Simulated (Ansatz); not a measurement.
System: triiodo(methyl)silane, CH3I3Si, charge 0, multiplicity 1. SMILES: I[Si](I)(I)C
Geometry: optimised at B3LYP-D3(BJ)/def2-TZVP (Ansatz, a quantum-chemistry and plane-wave program).

Wanted: vertical electron affinity (to the doublet state of charge -1; a negative value means that the extra electron is unbound and the number depends on the basis; each state is the SCF solution reached for its spin; the molecule has degenerate orbitals, so one determinant may break the symmetry), in eV. Correlated levels leave the core frozen unless marked. Open shells are spin-unrestricted. No spin-orbit coupling. The frozen core is the preceding noble-gas configuration, with the filled d and f shells of earlier blocks. In def2 rows, elements after Kr have scalar-relativistic effective core potentials. Anions need diffuse functions: def2-D sets add few. CBS marks a two-point X^-3 extrapolation of the correlation energy; Hartree-Fock from the larger set. [CCSD(T)-MP2]/basis is that difference in the basis named.

```json
[
 {"level": "SVWN5/def2-TZVPD", "program": "Ansatz", "vertical electron affinity (eV)": "0.85"},
 {"level": "PBE/def2-TZVPD", "program": "Ansatz", "vertical electron affinity (eV)": "0.70"},
 {"level": "r2SCAN/def2-TZVPD", "program": "Ansatz", "vertical electron affinity (eV)": "0.63"},
 {"level": "B3LYP/def2-TZVPD", "program": "Ansatz", "vertical electron affinity (eV)": "[?]"},
 {"level": "PBE0/def2-TZVPD", "program": "Ansatz", "vertical electron affinity (eV)": "0.61"},
 {"level": "CAM-B3LYP/def2-TZVPD", "program": "Ansatz", "vertical electron affinity (eV)": "[?]"},
 {"level": "wB97M-V/def2-TZVPD", "program": "Ansatz", "vertical electron affinity (eV)": "0.43"},
 {"level": "wB97X-V/def2-TZVPD", "program": "Ansatz", "vertical electron affinity (eV)": "0.35"},
 {"level": "wB97X/def2-TZVPD", "program": "Ansatz", "vertical electron affinity (eV)": "0.36"},
 {"level": "B2PLYP/def2-TZVPD", "program": "Ansatz", "vertical electron affinity (eV)": "0.49"},
 {"level": "SCS-MP2/def2-SVPD", "program": "Ansatz", "vertical electron affinity (eV)": "0.15"},
 {"level": "SCS-MP2/def2-TZVPPD", "program": "Ansatz", "vertical electron affinity (eV)": "0.18"},
 {"level": "CCSD/def2-SVPD", "program": "Ansatz", "vertical electron affinity (eV)": "[?]"},
 {"level": "CCSD/def2-TZVPPD", "program": "Ansatz", "vertical electron affinity (eV)": "[?]"},
 {"level": "RI-MP2/CBS(def2-TZVPPD,def2-QZVPPD)+[CCSD(T)-MP2]/def2-TZVPPD", "program": "Ansatz", "vertical electron affinity (eV)": "0.46"}
]
```

Question: What belongs in the gaps?

Answer: 
- B3LYP/def2-TZVPD, vertical electron affinity (eV): 0.67
- CAM-B3LYP/def2-TZVPD, vertical electron affinity (eV): 0.55
- CCSD/def2-SVPD, vertical electron affinity (eV): 0.23
- CCSD/def2-TZVPPD, vertical electron affinity (eV): 0.26
